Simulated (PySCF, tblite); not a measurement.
Compound: C6H3ClO2.
InChI=1S/C6H3ClO2/c7-4-1-2-5(8)6(9)3-4/h1-3H

Theory: PBE0/pcSseg-1 in PySCF (dipole) on a GFN2-xTB geometry, gas phase.

Take the most abundant isotopes and a rigid rotor. 

Give the principal moments of inertia and the rotational constants in MHz.

Ia = 160.83, Ib = 551.75, Ic = 712.57 u·Å²; 505379 MHz·u·Å²/I gives A = 3142, B = 916.0, C = 709.2 MHz.

What kind of rotor is it?

An asymmetric top; Ray's κ = -0.830.

What does the inertial defect say?

Planar: Δ = Ic − Ia − Ib = 0.00 u·Å². For a rigid frame Δ = −2 Σ m c², so it vanishes when all atoms lie in the ab plane; here none is more than 0.01 Å from it.

List the rotational levels J(Ka,Kc) to J = 2 (K).

Above 0(0,0), as E/k:
J = 1: 1(0,1) 0.078, 1(1,1) 0.185, 1(1,0) 0.195
J = 2: 2(0,2) 0.233, 2(1,2) 0.331, 2(1,1) 0.361, 2(2,1) 0.681, 2(2,0) 0.682
Those of J = 1 are B + C, A + C and A + B.

Predict some low-J microwave lines.

The dipole components are |μa| = 3.83 D, |μb| = 2.27 D, |μc| = 0.00 D; the mirror of this Cs structure is the ab plane, so μc vanishes by symmetry (the 0.01 D computed is a residue) and there are no c-type lines. The squared components, which scale the intensities, stand as 1.00 : 0.35 (a : b). Some lines, for components of 0.1 D or more:

```csv
type,branch,"J(Ka,Kc)",MHz,lower level (cm⁻¹)
a,Q,"5(2,3) ← 5(2,4)",460,1.123
b,R,"4(1,3) ← 3(2,2)",507,0.636
a,Q,"2(1,1) ← 2(1,2)",620,0.230
a,Q,"3(1,2) ← 3(1,3)",1240,0.382
b,Q,"1(1,0) ← 1(0,1)",2433,0.054
b,R,"5(1,4) ← 4(2,3)",2593,0.853
a,R,"3(1,3) ← 2(1,2)",4557,0.230
a,R,"3(0,3) ← 2(0,2)",4821,0.162
b,R,"3(1,3) ← 2(0,2)",6591,0.162
b,Q,"4(2,3) ← 4(1,4)",8047,0.584
a,R,"5(1,4) ← 4(1,3)",8576,0.653
b,Q,"5(2,4) ← 5(1,5)",8587,0.836
b,R,"2(2,0) ← 1(1,1)",10357,0.128
b,Q,"3(3,0) ← 3(2,1)",11590,0.638
b,Q,"3(3,1) ← 3(2,2)",11657,0.636
b,Q,"5(3,3) ← 5(2,4)",11766,1.123
b,R,"4(2,3) ← 3(1,2)",12868,0.423
b,R,"4(2,2) ← 3(1,3)",14310,0.382
b,Q,"5(4,1) ← 5(3,2)",16258,1.516
b,Q,"4(4,0) ← 4(3,1)",16281,1.243
b,Q,"4(4,1) ← 4(3,2)",16285,1.243
b,R,"3(3,0) ← 2(2,1)",16533,0.473
b,R,"5(2,3) ← 4(1,4)",16602,0.584
b,R,"4(3,2) ← 3(2,1)",18116,0.638
b,Q,"5(5,0) ← 5(4,1)",20940,2.058
b,R,"5(4,1) ← 4(3,2)",24442,1.243
```

Estimate the classical rotational partition function at 25 K, 100 K and 298.15 K.

Point group Cs, symmetry number σ = 1; q = (√π/σ)·√((kT/h)³/(ABC)), k/h = 20836.6 MHz/K: 14700 at 25 K, 118000 at 100 K, 607000 at 298.15 K.

Its GFN2-xTB frequencies are all real (lowest 44 cm⁻¹). No vibrational averaging or centrifugal distortion is included, and the geometry carries the error of its method. Quadrupole hyperfine structure (35Cl) is left out.
